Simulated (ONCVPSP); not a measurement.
## Reading a pseudo-wave (Si)

Columns: radius, all-electron u(r) and pseudo u(r) of the 3s shell (level -10.83 eV) of silicon in the configuration [Ne] 3s2 3p2; LDA (Perdew-Wang 92), non-relativistic, ONCV scheme, ONCVPSP 4.0.1.

```csv
r (bohr),all-electron,pseudo
0.093,0.1409,0.0127
0.185,-0.0928,0.0275
0.278,-0.2772,0.0469
0.370,-0.3436,0.0725
0.463,-0.3154,0.1063
0.555,-0.2278,0.1480
0.648,-0.1076,0.1980
0.740,0.0227,0.2541
0.833,0.1530,0.3155
0.925,0.2730,0.3787
1.018,0.3808,0.4430
1.110,0.4724,0.5049
1.203,0.5494,0.5635
1.295,0.6108,0.6154
1.388,0.6587,0.6594
1.480,0.6935,0.6933
1.573,0.7174,0.7172
1.665,0.7312,0.7311
1.758,0.7366,0.7366
1.850,0.7347,0.7347
1.943,0.7267,0.7267
2.035,0.7139,0.7139
2.128,0.6970,0.6970
2.220,0.6771,0.6771
2.313,0.6546,0.6546
2.405,0.6306,0.6306
```

(1) How many radial nodes do the two functions have?

(2) At about which radius was the pseudo-wave matched?

(3) Is the pseudo-wave norm-conserving?

Answers

(1) The all-electron 3s function has n − l − 1 = 2; the pseudo-wave has 0, since the states of the same l below it are removed with the core.

(2) 1.80 bohr. The columns agree to 0.0005 from 1.48 bohr on; several derivatives are matched, so the curves merge somewhat inside the radius.

(3) Yes: the ONCV scheme keeps the norm inside the radius equal to the all-electron one, which fixes the energy derivative of the logarithmic derivative at the level.
